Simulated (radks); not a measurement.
Values are calculated unless marked as measured or tabulated.
Excited configurations of Nd: one electron is placed in a higher orbital outside [Xe] 4f4 6s1. The ground configuration is [Xe] 4f4 6s2. Level of theory: scalar-relativistic Kohn-Sham, PBE, spin-polarised, spherical densities, finite nucleus; open shells are filled with parallel spins first (spin-orbit coupling, left out, can overturn this in heavy ions); Fermi nuclear charge, rms radius 4.9123 fm (a radial shooting solver on a logarithmic mesh with Libxc functionals). Excitation = E - E(ground); binding = E(ion) - E, where the ion is the core of charge +1; n* = 1/sqrt(2 binding) in atomic units, and the quantum defect is n - n*.

| outer orbital | excitation (eV) | binding (eV) | n* | quantum defect | <r> (bohr) |
|---|---|---|---|---|---|
| 5d | 1.002 | 4.464 | 1.746 | 3.254 | 3.541 |
| 5f | 4.477 | 0.989 | 3.709 | 1.291 | 16.07 |
| 6p | 1.721 | 3.746 | 1.906 | 4.094 | 5.657 |
| 7s | 3.268 | 2.198 | 2.488 | 4.512 | 10.19 |
| 7p | 3.811 | 1.655 | 2.867 | 4.133 | 12.82 |
| 7d | 4.465 | 1.002 | 3.685 | 3.315 | 20.46 |

The Delta-SCF ionisation energy is 5.466 eV (NIST Atomic Spectra Database: 5.525 eV, measured). Self-interaction in the functional shifts the binding energies and quantum defects, so they are the method's values and not measured ones. Open shells are spherical and high-spin; term and fine-structure splittings are not resolved. Spin-orbit splitting is averaged out at the scalar-relativistic level.
